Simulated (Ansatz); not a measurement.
Saddle search on Si₂H₇OF₃, singlet by partitioned rational-function steps on PBE0-D4/def2-TZVP gradients (Ansatz 0.2.0), from this start:

```csv
atom,x (Å),y (Å),z (Å)
Si1,-1.1661,0.1968,-0.1996
Si2,1.1013,-0.8918,-0.7748
F3,-1.4992,-1.0498,-1.2362
F4,-1.3832,1.3952,-1.2777
H5,-2.1809,-0.0720,0.8306
H6,0.1463,0.7598,1.6511
O7,-0.3633,1.4526,0.9423
H8,0.3408,-0.6380,0.7625
F9,0.4894,-0.3670,2.0245
H10,1.0040,-2.3447,-1.0532
H11,0.8690,-0.0538,-1.9871
H12,2.4336,-0.5073,-0.2233
H13,0.2081,2.1200,0.5409
```

| step | energy less the last (meV) | largest force (eV/Å) | curvature followed (eV/Å²) |
| --- | --- | --- | --- |
| 1 | 35.7 | 0.825 | -8.36 |
| 2 | 10.1 | 0.219 | -8.11 |
| 3 | 9.9 | 0.254 | -8.06 |
| 4 | 2.8 | 0.168 | -8.98 |
| 5 | 9.9 | 0.195 | -9.01 |
| 6 | 8.2 | 0.225 | -9.00 |
| 7 | 2.6 | 0.136 | -9.02 |
| 8 | 0.6 | 0.074 | -9.02 |
| 9 | 0.5 | 0.083 | -8.79 |
| 10 | 0.8 | 0.115 | -8.74 |
| 11 | 0.2 | 0.027 | -8.68 |
| 12 | 0.8 | 0.078 | -8.68 |
| 13 | 0.1 | 0.032 | -8.67 |
| 14 | 0.1 | 0.034 | -8.57 |
| 15 | 0.1 | 0.021 | -8.56 |
| 16 | 0.1 | 0.055 | -8.54 |
| 17 | 0.0 | 0.021 | -8.29 |
| 18 | 0.0 | 0.011 | -8.30 |

The search ended at:

Si1  (-1.166, 0.204, -0.209)
Si2  (1.124, -0.920, -0.799)
F3  (-1.486, -1.008, -1.251)
F4  (-1.368, 1.405, -1.246)
H5  (-2.183, -0.105, 0.802)
H6  (0.111, 0.806, 1.662)
O7  (-0.439, 1.458, 0.991)
H8  (0.393, -0.577, 0.747)
F9  (0.578, -0.335, 2.007)
H10  (0.940, -2.365, -1.037)
H11  (0.926, -0.112, -2.029)
H12  (2.469, -0.611, -0.250)
H13  (0.100, 2.160, 0.612)
(Å)
